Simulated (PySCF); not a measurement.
Al(H)(OMe)(SeH) (CH₅AlOSe), SMILES C[O][AlH][SeH]. Atoms are numbered in the order given.

```xyz
9

Al     1.0594     0.5420     0.0000
H      2.6436     0.4912     0.0000
O      0.3235     2.0848     0.0000
C     -0.9658     2.6344     0.0000
H     -1.7735     1.8646     0.0000
H     -1.1159     3.2770     0.8966
H     -1.1159     3.2770    -0.8966
Se    -0.2976    -1.3595     0.0000
H      0.9156    -2.2176     0.0000
```

Geometry optimised at PBE-D3(BJ)/def2-SVP. Other conformers were not sampled.

Two levels are set side by side: PBE/pcSseg-1 (PySCF) and B3LYP/pcSseg-1 (PySCF). GIAO shifts against H2O (¹⁷O), Me2Se (⁷⁷Se), TMS (¹H), TMS (¹³C) at the same level; non-relativistic, no solvent, atoms listed together averaged. Differences are taken from unrounded values.

| quantity | B3LYP | PBE | PBE minus B3LYP |
|---|---|---|---|
| δ(¹H) of H2 (ppm) | 4.97 | 5.17 | 0.21 |
| δ(¹⁷O) of O3 (ppm) | 75.3 | 93.4 | 18.2 |
| δ(¹³C) of C4 (ppm) | 60.0 | 61.4 | 1.4 |
| δ(¹H) of H5, H6, H7 (ppm) | 4.51 | 4.65 | 0.14 |
| δ(⁷⁷Se) of Se8 (ppm) | -414.9 | -405.3 | 9.5 |
| δ(¹H) of H9 (ppm) | 0.53 | 0.69 | 0.16 |

Rough cost on one machine, each run with all the roots and properties that it gave: B3LYP against PBE within a factor of 2.
